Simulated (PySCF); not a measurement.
CH3Cl2NSi2, SMILES Cl[Si]1(Cl)C=N[SiH2]1. Atoms are numbered in the order given.

```xyz
9

Cl     1.4752    -0.1011    -1.6808
Si     0.2612     0.0197     0.0000
Cl     1.4752    -0.1011     1.6808
C     -0.9885     1.4763     0.0000
N     -2.1634     0.9455     0.0000
Si    -1.9211    -0.8504     0.0000
H     -0.8654     2.5776     0.0000
H     -2.4890    -1.4934     1.2194
H     -2.4890    -1.4934    -1.2194
```
Charge 0, spin multiplicity 1.

The structure is a stationary point at r2SCAN-D4/def2-SVP. The structure was generated by enumeration, and PubChem lists no compound with its InChIKey, so it may never have been made.

Calculation: PySCF with B3LYP/def2-TZVP.

Computed frontier levels, gap, dipole moment and polarisability:
The highest occupied level is -7.12 eV and the lowest empty level is -2.01 eV. The orbital gap is 5.11 eV. The dipole moment is 0.60 D and the quadrupole, principal values (traceless, Buckingham form, about the centre of nuclear charge) comes out as -8.08, -0.75, 8.83 D·Å. The mean static polarisability is 92.9 bohr³ (13.77 Å³) and the polarisability, principal values is 80.6, 86.0, 112.2 bohr³.
